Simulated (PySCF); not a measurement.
**Exercise with solution: oscillator strength and radiative lifetime**

Si(F)2(OH)(SeH) (F₂H₂OSeSi), SMILES O[Si](F)(F)[SeH].

Geometry optimised at PBE0-D3(BJ)/def2-SVP. The structure was generated by enumeration, and PubChem lists no compound with its InChIKey, so it may never have been made. The values are those of a single conformer.

TDA-M06-2X/def2-SVPD in PySCF puts the first singlet state with f over 0.02 at 6.25 eV (vertical), with the transition dipole (0.114, -0.657, 0.199) in atomic units.

Problem. Find the oscillator strength, the wavelength and the radiative lifetime that this transition would have in vacuum if emission retraced absorption.

Solution. 
|μ|² = 0.4842 au, so |μ| = 1.77 D. ΔE = 6.25/27.211 = 0.2297 hartree. f = (2/3) ΔE |μ|² = 0.074 (the program prints 0.074).
λ = 1239.84/6.25 = 198 nm; ν = 50410 cm⁻¹.
Einstein's coefficient A = 0.6670 ν² f s⁻¹ (ν in cm⁻¹) = 1.3e8 s⁻¹, so τ = 1/A = 8.0 ns. This state is S2; the lower singlet has f = 0.001. The figure is the radiative limit of this one transition; relaxation, internal conversion, crossing to triplets and a medium change what is measured.
